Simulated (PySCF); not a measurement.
Isomers of C6H18Si4.

All values: PBE0/pcSseg-1 (PySCF) at PBE0-D3(BJ)/def2-SVP geometries, gas phase, one conformer each.

(1) Rank by HOMO–LUMO gap, lowest first.
A. `[CH2:1]=[CH:2][CH2:3][Si@@H:4]1[SiH2:5][SiH2:6][Si@H:7]1[CH2:8][CH2:9][CH3:10]` with C1–C2–C3–Si4 104°, C2–C3–Si4–Si5 -71°, Si6–Si7–C8–C9 164°, Si7–C8–C9–C10 180°, C3–Si4–Si5–Si6 -84°, Si4–Si5–Si6–Si7 -28°, Si5–Si6–Si7–C8 -83°, C3–Si4–Si7–Si6 81°
B. `[CH2:1]=[CH:2][CH2:3][SiH2:4][Si:5]([SiH3:6])([SiH3:7])[CH:8]1[CH2:9][CH2:10]1` with C1–C2–C3–Si4 -106°, C2–C3–Si4–Si5 58°, C3–Si4–Si5–Si6 54°, Si4–Si5–C8–C9 162°
C. `[CH2:1]=[CH:2][CH2:3][Si@@H:4]1[SiH2:5][SiH2:6][Si@@H:7]1[CH2:8][CH2:9][CH3:10]` with C1–C2–C3–Si4 103°, C2–C3–Si4–Si5 -69°, Si6–Si7–C8–C9 67°, Si7–C8–C9–C10 -179°
D. `[CH3:1][CH:2]([CH3:3])[Si@H:4]1[SiH2:5][Si@@H:6]([CH:7]2[CH2:8][CH2:9]2)[SiH2:10]1` with C1–C2–Si4–Si5 -57°, Si5–Si6–C7–C8 145°

(2) Rank by LUMO energy, lowest first.
A. `[CH2:1]=[CH:2][CH2:3][Si@@H:4]1[SiH2:5][SiH2:6][Si@@H:7]1[CH2:8][CH2:9][CH3:10]` with C1–C2–C3–Si4 103°, C2–C3–Si4–Si5 -69°, Si6–Si7–C8–C9 67°, Si7–C8–C9–C10 -179°
B. `[CH3:1][CH:2]([CH3:3])[Si@H:4]1[SiH2:5][Si@H:6]([CH:7]2[CH2:8][CH2:9]2)[SiH2:10]1` with C1–C2–Si4–Si5 -44°, Si5–Si6–C7–C8 -71°, C2–Si4–Si5–Si6 91°, Si4–Si5–Si6–C7 141°, Si6–C7–C8–C9 -110°, Si5–Si6–Si10–Si4 -21°
C. `[CH2:1]=[CH:2][CH2:3][SiH2:4][Si:5]([SiH3:6])([SiH3:7])[CH:8]1[CH2:9][CH2:10]1` with C1–C2–C3–Si4 -106°, C2–C3–Si4–Si5 58°, C3–Si4–Si5–Si6 54°, Si4–Si5–C8–C9 162°

Answers

(1) C (5.72 eV), D (5.93 eV), A (6.07 eV), B (6.76 eV).

(2) A (-1.22 eV), B (-0.94 eV), C (-0.42 eV).

All values together:

```csv
SMILES,μ (D),HOMO (eV),LUMO (eV),lowest IAO charge (e),highest IAO charge (e),lowest Hirshfeld charge (e),highest Hirshfeld charge (e)
C=CC[Si@@H]1[SiH2][SiH2][Si@H]1CCC,1.04,-6.94,-0.87,-0.505 (C),+0.327 (Si),-0.150 (C),+0.173 (Si)
C=CC[SiH2][Si]([SiH3])([SiH3])C1CC1,0.86,-7.18,-0.42,-0.522 (C),+0.470 (Si),-0.152 (C),+0.238 (Si)
C=CC[Si@@H]1[SiH2][SiH2][Si@@H]1CCC,1.46,-6.94,-1.22,-0.504 (C),+0.329 (Si),-0.152 (C),+0.175 (Si)
CC(C)[Si@H]1[SiH2][Si@@H](C2CC2)[SiH2]1,1.42,-7.11,-1.18,-0.403 (C),+0.353 (Si),-0.134 (C),+0.180 (Si)
CC(C)[Si@H]1[SiH2][Si@H](C2CC2)[SiH2]1,0.61,-7.06,-0.94,-0.403 (C),+0.351 (Si),-0.135 (C),+0.178 (Si)
```

Conformers: `[CH2:1]=[CH:2][CH2:3][Si@@H:4]1[SiH2:5][SiH2:6][Si@H:7]1[CH2:8][CH2:9][CH3:10]` with C1–C2–C3–Si4 104°, C2–C3–Si4–Si5 -71°, Si6–Si7–C8–C9 164°, Si7–C8–C9–C10 180°, C3–Si4–Si5–Si6 -84°, Si4–Si5–Si6–Si7 -28°, Si5–Si6–Si7–C8 -83°, C3–Si4–Si7–Si6 81°; `[CH2:1]=[CH:2][CH2:3][SiH2:4][Si:5]([SiH3:6])([SiH3:7])[CH:8]1[CH2:9][CH2:10]1` with C1–C2–C3–Si4 -106°, C2–C3–Si4–Si5 58°, C3–Si4–Si5–Si6 54°, Si4–Si5–C8–C9 162°; `[CH2:1]=[CH:2][CH2:3][Si@@H:4]1[SiH2:5][SiH2:6][Si@@H:7]1[CH2:8][CH2:9][CH3:10]` with C1–C2–C3–Si4 103°, C2–C3–Si4–Si5 -69°, Si6–Si7–C8–C9 67°, Si7–C8–C9–C10 -179°; `[CH3:1][CH:2]([CH3:3])[Si@H:4]1[SiH2:5][Si@@H:6]([CH:7]2[CH2:8][CH2:9]2)[SiH2:10]1` with C1–C2–Si4–Si5 -57°, Si5–Si6–C7–C8 145°; `[CH3:1][CH:2]([CH3:3])[Si@H:4]1[SiH2:5][Si@H:6]([CH:7]2[CH2:8][CH2:9]2)[SiH2:10]1` with C1–C2–Si4–Si5 -44°, Si5–Si6–C7–C8 -71°, C2–Si4–Si5–Si6 91°, Si4–Si5–Si6–C7 141°, Si6–C7–C8–C9 -110°, Si5–Si6–Si10–Si4 -21°.
